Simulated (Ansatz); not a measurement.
BCl3 adduct: binding per atom (eV) at several levels, gas phase, relaxed structures; Ansatz. Binding counts from free atoms in the multiplicity of their measured ground term, without zero-point energy. A dash marks a value that wasn't run or was left out as unsound. The structures are stationary points that may keep the symmetry of their start. Correlated methods freeze inner cores and use unrestricted references for open shells.

| species | state | geometry | HF/STO-3G | PBE-D4/def2-SVP | r2SCAN-D4/def2-TZVP | PBE0-D4/def2-SVP | PBE0-D4/def2-TZVP | MP2/def2-TZVP |
| --- | --- | --- | --- | --- | --- | --- | --- | --- |
| B(H2O)Cl3 (BCl3OH2) | singlet | r2SCAN-D4/def2-SVP | 2.91 | 3.66 | 3.52 | 3.56 | 3.50 | 3.50 |
| B(H2S)Cl3 (BH2SCl3) | singlet | PBE0-D4/def2-SVP | – | 3.29 | 3.20 | 3.22 | 3.19 | 3.13 |
| B(NH3)Cl3 (BNCl3H3) | singlet | PBE0-D4/def2-SVP | 2.97 | 3.65 | 3.53 | 3.59 | 3.54 | 3.48 |
| B(PH3)Cl3 (BPH3Cl3) | singlet | B3LYP-D4/def2-SVP | 2.92 | 3.22 | 3.15 | 3.17 | 3.14 | – |
| B(NHMe2)Cl3 (C2H7BCl3N) | singlet | PBE-D4/def2-SVP | – | 3.95 | 3.82 | 3.89 | 3.83 | 3.74 |
| B(NH2tBu)Cl3 (C4H11BCl3N) | singlet | PBE-D4/def2-SVP | 3.62 | 4.09 | 3.96 | 4.04 | 3.98 | 3.88 |

(1) Estimate the rows for B(OCMe2)Cl3 (C3H6BCl3O) (singlet, B3LYP-D4/def2-SVP geometry); B(OPMe3)Cl3 (C3H9BCl3OP) (singlet, r2SCAN-D4/def2-SVP geometry).

(1) 
| species | state | geometry | HF/STO-3G | PBE-D4/def2-SVP | r2SCAN-D4/def2-TZVP | PBE0-D4/def2-SVP | PBE0-D4/def2-TZVP | MP2/def2-TZVP |
| --- | --- | --- | --- | --- | --- | --- | --- | --- |
| B(OCMe2)Cl3 (C3H6BCl3O) | singlet | B3LYP-D4/def2-SVP | 3.60 | 4.26 | 4.11 | 4.18 | 4.11 | 4.04 |
| B(OPMe3)Cl3 (C3H9BCl3OP) | singlet | r2SCAN-D4/def2-SVP | 3.46 | 4.01 | 3.94 | 3.96 | 3.94 | – |
